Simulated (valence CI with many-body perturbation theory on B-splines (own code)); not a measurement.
## Energy levels of Ce⁷⁺

Computed by valence CI with perturbative core correlation (CI+MBPT): five valence electrons over a frozen Dirac-Fock core [Kr] 4d10, a basis of 7 s, 7 p, 7 d, 7 f, 4 g, 2 h functions for each j, with the one-electron correlation potential Σ1 (screened to all orders), the two-electron term Σ2, the three-electron term Σ3, Breit, model QED; selected single and double excitations, second order for the rest (own B-spline code, finite nucleus).

No measured spectrum was set against this ion. As an estimate, levels hold to about 250 cm⁻¹ or 0.2 % of their energy and the worst to 1 %, as in measured heavy ions of charge 2 to 7; those with d or f electrons hold less well. Among the levels kept, up to 2500 cm⁻¹ of a level comes from second order outside the variational space, and about a tenth of that is noise between levels of different J, which matters for small intervals.

Levels 91 to 135 of 210, with energies above the lowest level, 5s²5p³ ⁴S°_3/2. "Leading %" is the weight of the configuration and term that name the level; weights of strongly mixed levels are sums over their largest components and can fall short. In the jj column 3d3/2^4 stands for four electrons in 3d with j = 3/2. Lifetimes count E1, E2, E3, M1 and M2 decay at the calculated energies, and are blank where another channel may lead or the interval is too uncertain; long ones can be off by a factor of two.

| No. | Configuration | Term | J | E (cm⁻¹) | Leading % | Lifetime | Leading jj |
| --- | --- | --- | --- | --- | --- | --- | --- |
| 91 | 4f²5s²5p | ⁴D° | 3/2 | 221930 | 78 | 43.9 μs | 4f5/2 4f7/2 5s^2 5p3/2 (64 %) |
| 92 | 4f²5s²5p | ²P° | 1/2 | 221990 | 93 | 192 μs | 4f7/2^2 5s^2 5p3/2 (43 %) |
| 93 | 4f²5s²5p | ²I° | 13/2 | 222410 | 72 | 909 μs | 4f7/2^2 5s^2 5p3/2 (45 %) |
| 94 | 4f5s5p³ | ⁴F | 7/2 | 222480 | 63 | 2.19 ns | 4f7/2 5s 5p1/2^2 5p3/2 (47 %) |
| 95 | 5s5p⁴ | ²P | 3/2 | 222540 | 35 | 228 ps | 5s 5p1/2 5p3/2^3 (36 %) |
| 96 | 4f²5s²5p | ²G° | 9/2 | 223480 | 73 | 497 μs | 4f5/2 4f7/2 5s^2 5p3/2 (61 %) |
| 97 | 4f²5s²5p | ⁴D° | 5/2 | 224880 | 47 | 79.8 μs | 4f5/2 4f7/2 5s^2 5p3/2 (60 %) |
| 98 | 4f²5s²5p | ²I° | 11/2 | 225530 | 55 | 683 μs | 4f5/2 4f7/2 5s^2 5p3/2 (56 %) |
| 99 | 4f²5s²5p | ²F° | 5/2 | 225970 | 64 | 43.2 μs | 4f7/2^2 5s^2 5p3/2 (50 %) |
| 100 | 4f5s5p³ | ⁴F | 9/2 | 226580 | 78 | 5.42 ns | 4f5/2 5s 5p1/2^2 5p3/2 (32 %) |
| 101 | 5s²5p²5d | ⁴F | 5/2 | 228440 | 21 | 354 ps | 5s^2 5p1/2^2 5d5/2 (43 %) |
| 102 | 4f²5s²5p | ²F° | 7/2 | 228760 | 56 | 107 μs | 4f7/2^2 5s^2 5p3/2 (61 %) |
| 103 | 4f²5s²5p | ²F° | 5/2 | 229510 | 82 | 93.8 μs | 4f5/2 4f7/2 5s^2 5p3/2 (59 %) |
| 104 | 4f²5s²5p | ⁴P° | 1/2 | 231320 | 65 | 70.2 μs | 4f5/2 4f7/2 5s^2 5p3/2 (57 %) |
| 105 | 4f²5s²5p | ²K° | 13/2 | 231460 | 49 | 660 μs | 4f5/2 4f7/2 5s^2 5p3/2 (85 %) |
| 106 | 4f5s5p³ | ⁴F | 3/2 | 231480 | 67 | 774 ps | 4f7/2 5s 5p1/2 5p3/2^2 (34 %) |
| 107 | 4f²5s²5p | ²D° | 3/2 | 232710 | 45 | 21.6 μs | 4f5/2 4f7/2 5s^2 5p3/2 (39 %) |
| 108 | 4f²5s²5p | ²G° | 7/2 | 233130 | 55 | 121 μs | 4f5/2^2 5s^2 5p3/2 (50 %) |
| 109 | 4f²5s²5p | ⁴P° | 3/2 | 234430 | 45 | 9.04 μs | 4f7/2^2 5s^2 5p3/2 (38 %) |
| 110 | 4f²5s²5p | ²G° | 9/2 | 235320 | 85 | 581 μs | 4f7/2^2 5s^2 5p3/2 (59 %) |
| 111 | 4f²5s²5p | ⁴D° | 7/2 | 235440 | 41 | 42.2 μs | 4f5/2 4f7/2 5s^2 5p3/2 (76 %) |
| 112 | 4f²5s²5p | ²F° | 7/2 | 236160 | 49 | 85.6 μs | 4f7/2^2 5s^2 5p3/2 (80 %) |
| 113 | 4f5s5p³ | ⁴G | 5/2 | 236340 | 48 | 800 ps | 4f5/2 5s 5p1/2 5p3/2^2 (40 %) |
| 114 | 4f²5s²5p | ²D° | 5/2 | 237680 | 45 | 41.8 μs | 4f5/2 4f7/2 5s^2 5p3/2 (52 %) |
| 115 | 4f²5s²5p | ⁴P° | 5/2 | 239140 | 44 | 98.8 μs | 4f5/2 4f7/2 5s^2 5p3/2 (49 %) |
| 116 | 4f5s5p³ | ⁴G | 7/2 | 239220 | 45 | 655 ps | 4f5/2 5s 5p1/2 5p3/2^2 (30 %) |
| 117 | 4f²5s²5p | ²H° | 11/2 | 239570 | 74 | 219 μs | 4f5/2 4f7/2 5s^2 5p3/2 (61 %) |
| 118 | 4f²5s²5p | ²K° | 15/2 | 239640 | 97 | 934 μs | 4f5/2 4f7/2 5s^2 5p3/2 (81 %) |
| 119 | 5s²5p²5d | ⁴F | 7/2 | 239810 | 22 | 1.39 ns | 4f7/2 5s 5p1/2 5p3/2^2 (25 %) |
| 120 | 5s²5p²5d | ²F | 5/2 | 239810 | 42 | 599 ps | 5s^2 5p1/2 5p3/2 5d3/2 (62 %) |
| 121 | 5s²5p²5d | ⁴D | 1/2 | 240570 | 52 | 679 ps | 5s^2 5p1/2 5p3/2 5d3/2 (55 %) |
| 122 | 4f5s5p³ | ⁴G | 9/2 | 242470 | 49 | 874 ps | 4f7/2 5s 5p1/2 5p3/2^2 (44 %) |
| 123 | 4f5s5p³ | ⁴H | 7/2 | 242940 | 49 | 512 ps | 4f5/2 5s 5p1/2^2 5p3/2 (50 %) |
| 124 | 5s²5p²5d | ⁴D | 3/2 | 243480 | 39 | 205 ps | 5s^2 5p1/2 5p3/2 5d3/2 (30 %) |
| 125 | 5s²5p²5d | ⁴F | 7/2 | 244440 | 34 | 817 ps | 5s^2 5p1/2 5p3/2 5d5/2 (23 %) |
| 126 | 4f5s5p³ | ⁴D | 5/2 | 244490 | 26 | 512 ps | 4f5/2 5s 5p1/2 5p3/2^2 (43 %) |
| 127 | 4f5s5p³ | ⁴H | 9/2 | 244900 | 51 | 609 ps | 4f7/2 5s 5p1/2^2 5p3/2 (36 %) |
| 128 | 5s²5p²5d | ²F | 7/2 | 245370 | 42 | 1.25 ns | 5s^2 5p1/2 5p3/2 5d5/2 (38 %) |
| 129 | 4f²5s²5p | ²P° | 1/2 | 246460 | 93 | 34.3 μs | 4f7/2^2 5s^2 5p1/2 (36 %) |
| 130 | 4f5s5p³ | ⁴F | 3/2 | 247480 | 31 | 463 ps | 4f5/2 5s 5p1/2 5p3/2^2 (26 %) |
| 131 | 4f²5s²5p | ²D° | 5/2 | 247830 | 77 | 26.7 μs | 4f5/2 4f7/2 5s^2 5p3/2 (47 %) |
| 132 | 4f²5s²5p | ²D° | 3/2 | 247870 | 69 | 28.5 μs | 4f5/2 4f7/2 5s^2 5p3/2 (38 %) |
| 133 | 4f²5s²5p | ²H° | 9/2 | 248000 | 95 | 292 μs | 4f5/2 4f7/2 5s^2 5p3/2 (79 %) |
| 134 | 4f5s5p³ | ⁴H | 11/2 | 248130 | 62 | 1.00 ns | 4f7/2 5s 5p1/2 5p3/2^2 (56 %) |
| 135 | 4f5s5p³ | ⁴P | 5/2 | 249030 | 24 | 191 ps | 5s^2 5p1/2 5p3/2 5d5/2 (31 %) |

Names give the largest LS component (configuration and term), which can be under half, so a name can repeat, a term be missing and a line seem to break the LS rules; names also repeat where a configuration has a term twice.

Where two levels of one J and parity lie close, their mixing, g and order are uncertain.
